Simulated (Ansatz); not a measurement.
C8H16 can be A, `CCC1CCCCC1`, or B, `C=CCCCCCC`.

Program: Ansatz. Geometries: PBE0-D4/def2-TZVP. ΔE: electronic, gas phase. CCSD(T)/CBS is the MP2 limit (def2-TZVPP, def2-QZVPP) plus CCSD(T) − MP2 in def2-TZVPP, frozen cores. Functionals use def2-TZVPP. B3LYP here is the variant with VWN-RPA as its local correlation; programs differ in this. Each species was taken in one conformer, which may not be the lowest.

(1) Which isomer does CCSD(T)/CBS put lower? Give the gap. (Best estimate.)

(2) Give E(B) − E(A) in kcal/mol with B2PLYP, HF/def2-TZVPP, r2SCAN-D4, B3LYP, ωB97M-V, CCSD/def2-TZVPP, PBE0-D4. (An estimate is asked.)

Largest T1 diagnostic: 0.009.

## Answers

(1) Computed: A, by 23.3 kcal/mol.

(2) The calculation gave: B2PLYP 20.5, HF/def2-TZVPP 17.9, r2SCAN-D4 23.9, B3LYP 17.5, ωB97M-V 24.0, CCSD/def2-TZVPP 23.4, PBE0-D4 26.3. None reverses the order clearly.

From PBE to PBE0 (25 % exact exchange), in def2-TZVPP and without D4, E(B) − E(A) moves by +3.2 kcal/mol. The D4 term adds +2.8 kcal/mol with B3LYP and +1.5 kcal/mol with PBE0; it sums over pairs of atoms, weighted by their polarisabilities, and B3LYP, whose exchange is more repulsive, gets the larger term.
